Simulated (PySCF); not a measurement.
CH₆ClFSi₂, SMILES F[Si@@H](C[SiH3])Cl. Coordinates come from a PBE0-D3(BJ)/def2-SVP optimisation. The structure was generated by enumeration; whether it is a known compound was not checked. Other conformers were not sampled.

### Question
Give the equilibrium geometry at PBE0-D3(BJ)/def2-SVP (PySCF confirms it by a frequency run) as bond lengths and angles. (Estimate from the structure and the level; the computed values follow.)

### Answer
One answer among several that fit: 
Atoms: F1 Si2 Cl3 C4 Si5 H6 H7 H8 H9 H10 H11. Bonds (Å): F1–Si2 1.620, Si2–Cl3 2.059, Si2–C4 1.848, Si2–H6 1.483, C4–Si5 1.892, C4–H7 1.104, C4–H8 1.104, Si5–H9 1.494, Si5–H10 1.491, Si5–H11 1.492. Bond angles (°): F1–Si2–Cl3 107.3, F1–Si2–C4 108.9, F1–Si2–H6 107.4, Cl3–Si2–C4 110.0, Cl3–Si2–H6 108.2, C4–Si2–H6 114.7, Si2–C4–Si5 115.9, Si2–C4–H7 108.8, Si2–C4–H8 107.4, Si5–C4–H7 108.5, Si5–C4–H8 109.0, H7–C4–H8 107.0, C4–Si5–H9 109.3, C4–Si5–H10 110.1, C4–Si5–H11 110.1, H9–Si5–H10 108.9, H9–Si5–H11 109.0, H10–Si5–H11 109.4.
Charge 0, spin multiplicity 1.
